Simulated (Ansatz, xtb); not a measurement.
**C3H6N2SSi: 5 structures ranked**

5 gas-phase structures of C3H6N2SSi, from a drawn sample of its isomers (lower ones may exist). Each was relaxed with GFN2-xTB:

A. `[SiH3]n1cc(S)cn1`, a singlet
B. `[SiH3]c1[nH]ncc1S`, a singlet
C. `[SiH3]c1ccnn1S`, a singlet
D. `[SiH3]c1n[nH]cc1S`, a singlet
E. `[SiH3]c1cnn(S)c1`, a singlet

Problem. Estimate their order in r2SCAN-D4/def2-SVP//GFN2-xTB energy at these geometries, lowest first.

Solution. Calculated order at r2SCAN-D4/def2-SVP//GFN2-xTB: A (0.000), B (0.243), D (0.329), E (0.982), C (0.989) eV. Less than 1 kcal/mol parts E and C, so the order within that pair means little.

Energies above the lowest of each column, in eV; the last columns are at r2SCAN-D4/def2-SVP geometries:

```tsv
structure	GFN2-xTB	HF/STO-3G	r2SCAN-D4/def2-SVP//GFN2-xTB	r2SCAN-D4/def2-SVP	CCSD(T)/def2-SVP + ΔMP2/def2-TZVPP
A	0.000	0.000	0.000	0.000	0.000
B	0.843	0.672	0.243	0.193	0.313
D	0.941	0.681	0.329	0.348	0.489
E	1.128	0.945	0.982	0.878	0.893
C	1.071	0.953	0.989	0.843	0.887
```

Every level run on A puts it lowest or level with the lowest. CCSD(T)/def2-SVP + ΔMP2/def2-TZVPP orders those it was run on as A (0.000), B (0.313), D (0.489), C (0.887), E (0.893) eV. Less than 1 kcal/mol parts C and E, so the order within that pair means little. Flexible structures stand in one conformer each, not always the lowest. A keeps a small imaginary mode. ΔMP2 is the change of the MP2 energy from the smaller to the larger basis.

Over these structures GFN2-xTB departs from r2SCAN-D4/def2-SVP//GFN2-xTB by 0.254 eV on average once a common shift is removed. A GFN2-xTB relaxation took about 0.07 s and the r2SCAN-D4/def2-SVP//GFN2-xTB energy about 1.6 s on a shared host (Ansatz 0.2.0, xtb 6.7.1).
